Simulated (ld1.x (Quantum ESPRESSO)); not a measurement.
## Before and after: TM potential for cerium

```json
{"Element": "cerium (Ce)", "Generator": "ld1.x (Quantum ESPRESSO) 7.5", "Type": "norm-conserving Troullier–Martins (Kleinman–Bylander form)", "Functional": "PBE", "Relativity": "scalar-relativistic", "Frozen core": "[Kr] 4d10 4f1", "Valence charge": "11", "Reference configuration": "5s2 5p6 5d1 6s1 6p1", "Partial waves": "5p (bound): rc 2.60 bohr; 5d (bound): rc 2.85 bohr; 5s (bound): rc 1.55 bohr", "Local potential": "the s channel", "Core correction": "none"}
```

Occupied shells without a wave of their own: 6p, 6s. They enter only through the test configuration that unscreens the potential.

Change: all radii scaled by about 1.05 (s 1.64, p 2.74, d 3.00 bohr).

Cutoffs: the cutoffs (Ry, on a coarse ladder) from which the occupation-weighted sum of valence levels, in a spherical-Bessel basis at the reference potential, stays within 10 and 1 mRy of its value at 400 Ry; they do not see the model core or the augmentation charge, which bear on the density cutoff. Errors are all-electron minus pseudo energies relative to the spin-unpolarised reference configuration.

Q: How do hardness, ghosts and transferability respond?

A: The potential gets neither clearly harder nor softer (50 Ry and 90 Ry → 45 Ry and 90 Ry); of the 7 tests that both files solve, the error grows in 7 and shrinks in 0 by more than 15 % and 0.3 meV (median size 42.5 → 48.9 meV); neither file shows a bound ghost. More of the atom is replaced by a form fitted at one configuration, so other configurations suffer.

```tsv
quantity	base	changed
cutoff, loose	50 Ry	45 Ry
cutoff, tight	90 Ry	90 Ry
loose cutoff by channel (10 mRy a level)	p 10 Ry, d 10 Ry, s 45 Ry	p 10 Ry, d 10 Ry, s 40 Ry
bound ghosts	none	none
largest miss of a reference level, eV	0.05	0.06
error for 5s2 5p6 5d1 6s2 6p0, meV [ΔE -2.45 eV]	+22	+28
error for 5s2 5p6 5d1 6s1 6p0, meV [ΔE 3.62 eV]	-42	-49
error for 5s2 5p6 5d1 6s0 6p0, meV [ΔE 14.70 eV]	-147	-174
error for 5s2 5p6 5d0 6s2 6p1, meV [ΔE -0.15 eV]	+57	+70
error for 5s2 5p6 5d1 6s0 6p1, meV [ΔE 6.67 eV]	-65	-79
error for 5s2 5p6 5d1 6s0 6p2, meV [ΔE 2.55 eV]	-22	-29
error for 5s2 5p6 5d1.5 6s1.5 6p0, meV [ΔE -2.05 eV]	-0.1	+1.3
```
